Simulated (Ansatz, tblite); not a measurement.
Cost and result up the ladder for Si20H28, a nanocrystal cut from cubic silicon (48 atoms). The state is a singlet with charge 0. Geometry: PBE-D4/def2-SVP.

```xyz
48

Si    1.3651    3.5545    2.1025
Si   -3.1163   -0.9767    2.9711
Si   -3.1894   -1.6442   -1.3622
Si    1.7050    2.8990   -1.7383
Si   -0.6568    0.3533   -3.3599
Si   -0.8348    0.9207    0.4011
Si    1.8871   -0.2853    2.7565
Si   -0.3001   -2.8236    0.9749
Si    2.2339   -0.8445   -1.1106
Si   -0.1082   -3.4205   -2.7736
Si   -2.1242    1.0711    2.3623
Si    0.2497    2.9898    0.1079
Si    2.8478    1.8647    2.8112
Si   -2.1122    0.4421   -1.5099
Si   -1.5993   -2.7805    2.9374
Si   -1.5809   -3.3098   -0.9377
Si    0.4062    2.4345   -3.6485
Si    3.3221    1.2051   -1.4978
Si    0.9533   -1.3338   -3.0261
Si    0.7822   -0.7470    0.7322
H     2.1340    4.8399    1.9138
H     0.3401    3.7826    3.1857
H    -3.6946   -0.8519    4.3605
H    -4.2510   -1.2709    2.0243
H    -3.8533   -1.9417   -2.6857
H    -4.2544   -1.6415   -0.2959
H     2.3931    4.2352   -1.9018
H    -1.4605    0.0097   -4.5944
H     0.8705   -0.3842    3.8673
H     2.9455   -1.3319    3.0064
H     0.7553   -3.8981    1.1168
H     3.2411   -1.9489   -0.8867
H    -0.8680   -3.7686   -4.0310
H     0.9251   -4.4934   -2.5300
H    -3.1858    2.1303    2.1911
H    -1.2106    1.5116    3.4796
H    -0.7993    4.0425   -0.1747
H     3.2966    2.1696    4.2206
H     4.0673    1.8779    1.9263
H    -3.1201    1.5489   -1.7189
H    -2.3659   -4.0741    3.0735
H    -0.6799   -2.6597    4.1274
H    -2.2698   -4.6431   -0.7553
H    -0.6301    3.5166   -3.8317
H     1.2813    2.4009   -4.8784
H     4.1064    1.1018   -2.7844
H     4.2867    1.5364   -0.3883
H     1.8701   -1.3644   -4.2288
```

Ansatz on 2 threads of AMD EPYC 7R13 on a shared host and a share (18 GiB) of an NVIDIA H100 80GB HBM3; xTB runs through tblite on one thread. Times are rough, summed over both states, and most runs start from the orbitals of an earlier one. PBE0-D4/def2-SVP serves as the yardstick here, not as an exact answer. The other state is a triplet.

The xTB rows come from tblite. Single mean-field runs in def2-SVP are fitted with def2-universal-jkfit.

xTB has no spin-polarisation term.

| level | functions | wall time | vertical triplet (eV) | difference from PBE0-D4/def2-SVP (eV) |
| --- | --- | --- | --- | --- |
| GFN1-xTB | 236 | 0.74 s | 2.69 | -1.92 |
| GFN2-xTB | 208 | 1.2 s | 2.86 | -1.76 |
| PBE-D4/def2-SVP (with forces) | 500 | 15 s | 3.99 | -0.63 |
| PBE0-D4/def2-SVP | 500 | 16 s | 4.62 | 0.00 |
